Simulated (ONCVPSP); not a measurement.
Before and after: ONCV potential for Ir (Z = 77)

```json
{
 "Element": "iridium",
 "Generator": "ONCVPSP 4.0.1",
 "Type": "optimised norm-conserving Vanderbilt (ONCV)",
 "Functional": "PBEsol",
 "Relativity": "scalar-relativistic",
 "Frozen core": "[Kr] 4d10 4f14",
 "Valence charge": "17",
 "Reference configuration": "5s2 5p6 5d7 6s1.5 (charge +0.5)",
 "Partial waves": "5s+6s: rc 1.75 bohr, ncon 4, nbas 9, qcut 8.4 1/bohr, 3 projectors, debl 3.1 Ha; 5p: rc 1.45 bohr, ncon 4, nbas 7, qcut 10.1 1/bohr, 3 projectors, debl 0.5 Ha; 5d: rc 2.25 bohr, ncon 4, nbas 9, qcut 5.4 1/bohr, 2 projectors, debl 0.8 Ha",
 "Local potential": "polynomial inside 1.25 bohr (lpopt 5, dvloc0 0 Ha)",
 "Core correction": "none"
}
```

In the p channel the program set the typed energies aside and used -2.159, 0.250, 0.750 Ha.

Change: s: qcut 12.6.

Cutoffs: the cutoffs (Ha) at which the residual kinetic energy of the hardest occupied pseudo-wave falls to 1 and 0.1 mHa per electron; they do not see the model core or the augmentation charge, which bear on the density cutoff. Errors are all-electron minus pseudo energies relative to the spin-unpolarised reference configuration.

Task: What does the change do?

Result: The potential gets harder (34 Ha and 40 Ha → 49 Ha and 55 Ha); of the 4 tests that both files solve, the error grows in 1 and shrinks in 0 by more than 15 % and 0.3 meV (median size 4.3 → 4.3 meV); neither file shows a bound ghost. The waves are optimised to have the least kinetic energy above qcut, so the cutoff follows it (qcut²/2 in Ha).

```tsv
quantity	base	changed
cutoff, loose	34 Ha	49 Ha
cutoff, tight	40 Ha	55 Ha
loose cutoff by channel	s 22 Ha, p 34 Ha, d 13 Ha	s 49 Ha, p 34 Ha, d 13 Ha
bound ghosts	none	none
GHOST(+) flags under 300 eV	none	none
error for 5s2 5p6 5d7 6s2, meV [ΔE -4.06 eV]	+1.7	+1.7
error for 5s2 5p6 5d7 6s1, meV [ΔE 5.87 eV]	-1.8	-1.9
error for 5s2 5p6 5d7 6s0, meV [ΔE 23.37 eV]	-6.9	-6.7
error for 5s1 5p6 5d7 6s2, meV [ΔE 100.83 eV]	-495	-1110
s: phases at 1.78 bohr within 0.05 rad from the reference energy up to (Ha; the scan ends near 5)	to the end of the scan	to the end of the scan
p: phases at 1.47 bohr within 0.05 rad from the reference energy up to (Ha; the scan ends near 5)	to the end of the scan	to the end of the scan
d: phases at 2.29 bohr within 0.05 rad from the reference energy up to (Ha; the scan ends near 5)	to the end of the scan	to the end of the scan
```
